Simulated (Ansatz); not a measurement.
System: SiH2SCl, charge 0, doublet. SiH2SCl (SMILES S[SiH]Cl, doublet).
B3LYP-D3(BJ)/def2-TZVP minimum from Ansatz (a program for electronic structure):
```
Si
H 1 1.4921
Cl 1 2.0690 2 107.51
S 1 2.1478 2 110.76 3 -115.19
H 4 1.3463 1 93.16 2 -58.96
```
Charge 0, spin multiplicity 2.

Total energies in cc-pV(D+d)Z, 19 correlated electrons, 15 frozen orbitals. Open shells are spin-unrestricted; no spin-orbit coupling. Correlated methods leave the cores frozen. No relativity.

```json
[
 {"method": "HF", "program": "Ansatz", "energy (Eh)": "-1147.18308", "minus CCSDT(Q) (mEh)": "406.67"},
 {"method": "MP2", "program": "Ansatz", "energy (Eh)": "-1147.53351", "minus CCSDT(Q) (mEh)": "56.24"},
 {"method": "CCSD", "program": "Ansatz", "energy (Eh)": "-1147.57656", "minus CCSDT(Q) (mEh)": "13.20"},
 {"method": "CCSD(T)", "program": "Ansatz", "energy (Eh)": "-1147.58762", "minus CCSDT(Q) (mEh)": "2.14"},
 {"method": "CCSDT(Q)", "program": "Ansatz", "energy (Eh)": "-1147.58975", "minus CCSDT(Q) (mEh)": "0.00"}
]
```

Rough core times of Ansatz's runs on a shared machine: CCSD(T) under 20 s, CCSDT(Q) 40 min.
